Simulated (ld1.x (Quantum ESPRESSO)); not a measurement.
**chromium: one change to an RRKJ potential, before and after**

```
Element                 : Cr
Generator               : ld1.x (Quantum ESPRESSO) 7.5
Type                    : norm-conserving RRKJ (Kleinman–Bylander form)
Functional              : LDA (PZ)
Relativity              : scalar-relativistic
Frozen core             : [Ar]
Valence charge          : 6
Reference configuration : 3d5 4s1 4p0
Partial waves           : 4s (bound): rc 2.65 bohr; 3d (bound): rc 2.05 bohr; 4p (bound, empty): rc 2.90 bohr
Local potential         : the p channel
Core correction         : a·sin(br)/r model core inside 2.00 bohr
rho0                    : 0.01
```

Change: local potential the d channel.

Cutoffs: the cutoffs (Ry, on a coarse ladder) from which the occupation-weighted sum of valence levels, in a spherical-Bessel basis at the reference potential, stays within 10 and 1 mRy of its value at 400 Ry; they do not see the model core or the augmentation charge, which bear on the density cutoff. Errors are all-electron minus pseudo energies relative to the spin-unpolarised reference configuration.

Predict the effect on cutoff, ghosts and configuration errors.

The potential gets harder (40 Ry and 60 Ry → 60 Ry and 70 Ry); a bound ghost appears in p, s, which as a rule spoils a file; the number of tests that count goes from 9 to 7; of the 7 tests that both files solve, the error grows in 0 and shrinks in 5 by more than 15 % and 0.3 meV (median size 237.0 → 129.5 meV); the range in which the s phases agree widens (upper end -0.1 → 1.8). In the separable form a ghost depends on how the local part lies against the semilocal potential of the channel, so the choice of the local part can create or remove one.

```tsv
quantity	base	changed
cutoff, loose	40 Ry	60 Ry
cutoff, tight	60 Ry	70 Ry
loose cutoff by channel (10 mRy a level)	s 6 Ry, d 40 Ry	s 18 Ry, d 50 Ry
bound ghosts	none	s, p
tests counted (converged, no solver errors)	9 of 9	7 of 9
error for 3d5 4s0 4p0, meV [ΔE 7.14 eV]	+5.7	+0.4
error for 3d4 4s0 4p0, meV [ΔE 23.48 eV]	-237	-130
error for 3d3 4s0 4p0, meV [ΔE 54.51 eV]	-682	-575
error for 3d4 4s2 4p0, meV [ΔE -0.06 eV]	+124	-51
error for 3d5 4s0.5 4p0, meV [ΔE 2.82 eV]	+4.0	-0.1
error for 3d5 4s1 4p0 (spin-polarised), meV [ΔE -4.92 eV]	+3622	+3894
error for 3d5 4s0 4p0 (spin-polarised), meV [ΔE 2.68 eV]	+3757	+4041
s: phases at 3.17 bohr within 0.05 rad from the reference energy up to (Ry; the scan ends near 5)	-0.1	1.8
p: phases at 3.17 bohr within 0.05 rad from the reference energy up to (Ry; the scan ends near 5)	2.3	3.1
d: phases at 3.17 bohr within 0.05 rad from the reference energy up to (Ry; the scan ends near 5)	0.3	0.6
```

Base: These tests converged, but a pseudo level misses the all-electron one widely, so the file describes the atom poorly there or has found another state: 3d4 4s0 4p0: empty 4s by 3.5 eV (a node warning on the way). Changed file: Tests not counted: 3d5.5 4s0.5 4p0 (solver errors, printed error -171 eV); 3d4 4s1 4p1 (solver errors, printed error -2.5 eV). A true bound ghost makes a file unfit for plane-wave use even where its test errors are small: the radial tests pick states by their node count and pass the ghost by. Where a test does run into it, the solver fails or the error is huge.
